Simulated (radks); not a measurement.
Species: Sb2+. Configuration: [Kr] 4d10 5s2 6s1 (not the ground configuration). Method: Dirac Kohn-Sham, PBE, spin-unpolarised, spherical densities, point nucleus; computed with a radial shooting solver on a logarithmic mesh with Libxc functionals.

Spin-orbit splittings of the eigenvalues, e(l+1/2) - e(l-1/2), with zeta = 2 splitting/(2l+1) and mean radii in bohr:

| shell | occ. | splitting (eV) | zeta (eV) | <r> j=l-1/2 | <r> j=l+1/2 |
|---|---|---|---|---|---|
| 2p | 6 | 251.8 | 167.9 | 0.1033 | 0.1087 |
| 3p | 6 | 46.47 | 30.98 | 0.3208 | 0.3321 |
| 3d | 10 | 9.657 | 3.863 | 0.3033 | 0.3069 |
| 4p | 6 | 8.596 | 5.730 | 0.8320 | 0.8610 |
| 4d | 10 | 1.256 | 0.5024 | 1.014 | 1.026 |
| 5p | 0 | 0.9702 | 0.6468 | 2.367 | 2.447 |
| 5d | 0 | ? | ? | 3.667 | 3.697 |

Estimate the 5d splitting.

Answer. 0.08376 eV (zeta = 0.03350 eV).
